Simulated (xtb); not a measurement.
Br$_{2}$Zn (SMILES [Br][Zn][Br]), singlet, at a GFN2-xTB geometry (such geometries of metal compounds can be far from the true shape), atoms displaced at random by about 0.1 Å a coordinate. Base run: xtb 6.7.1 with GFN2-xTB.

xtb was given this input:
```
$ xtb mol.xyz --gfn 2 --opt --json

# file mol.xyz
3

Zn    -0.03120755    -0.00402069    -0.14061826
Br    -0.15385351     1.80373496    -1.47455176
Br     0.23099851    -1.87885852     1.49592838
```

Variants of this job, named by their change:

```json
[
 {"change": "base", "ΔE vs base (kJ/mol)": "0.00", "optimiser steps": "5"},
 {"change": "alpb = chcl3", "ΔE vs base (kJ/mol)": "(withheld)", "optimiser steps": "5"},
 {"change": "opt level = extreme", "ΔE vs base (kJ/mol)": "-0.01", "optimiser steps": "23"},
 {"change": "opt level = vtight", "ΔE vs base (kJ/mol)": "-0.01", "optimiser steps": "18"},
 {"change": "opt level = crude", "ΔE vs base (kJ/mol)": "0.28", "optimiser steps": "3"},
 {"change": "engine = inertial", "ΔE vs base (kJ/mol)": "0.01", "optimiser steps": "-"},
 {"change": "opt level = loose", "ΔE vs base (kJ/mol)": "0.00", "optimiser steps": "5"},
 {"change": "alpb = toluene", "ΔE vs base (kJ/mol)": "(withheld)", "optimiser steps": "5"},
 {"change": "engine = lbfgs", "ΔE vs base (kJ/mol)": "0.00", "optimiser steps": "-"},
 {"change": "opt level = tight", "ΔE vs base (kJ/mol)": "0.00", "optimiser steps": "7"}
]
```

**Question.** Some entries are withheld; supply them.

**Answer.** 
- alpb = chcl3, ΔE vs base (kJ/mol): -28.3
- alpb = toluene, ΔE vs base (kJ/mol): -22.36
